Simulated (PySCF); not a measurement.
H6NSi2, SMILES [SiH3][N][SiH3], multiplicity 2. Atoms are numbered in the order given.

```xyz
9

Si     0.0026     0.0787     1.6353
N      0.0192    -0.4984     0.0000
Si     0.0026     0.0787    -1.6353
H     -1.4034    -0.1027     2.1136
H      0.9116    -0.7686     2.4600
H      0.3880     1.5135     1.8161
H      0.3880     1.5135    -1.8161
H     -1.4034    -0.1027    -2.1136
H      0.9116    -0.7686    -2.4600
```
Charge 0, spin multiplicity 2.

The structure is a stationary point at B3LYP-D3(BJ)/def2-SVP. The isomer is the one that the SMILES or the coordinates give; other isomers of the formula were not compared.

Two levels are set side by side: PBE/pcH-1 (PySCF) and PBE0/pcH-1 (PySCF). Contact hyperfine couplings, same geometry. Differences are taken from unrounded values.

```tsv
quantity	PBE0	PBE	PBE minus PBE0
A(iso) of 29Si, atom Si1 (MHz)	48.8	41.5	-7.4
A(iso) of 14N, atom N2 (MHz)	25.9	19.9	-6.0
A(iso) of 29Si, atom Si3 (MHz)	48.8	41.5	-7.4
A(iso) of 1H, atom H4 (MHz)	115.1	140.3	25.2
A(iso) of 1H, atom H5 (MHz)	56.4	69.4	13.0
A(iso) of 1H, atom H6 (MHz)	0.7	2.3	1.6
A(iso) of 1H, atom H7 (MHz)	0.7	2.3	1.6
A(iso) of 1H, atom H8 (MHz)	115.1	140.3	25.2
A(iso) of 1H, atom H9 (MHz)	56.4	69.4	13.0
```

Rough cost on one machine, each run with all the roots and properties that it gave: PBE0 against PBE within a factor of 2.
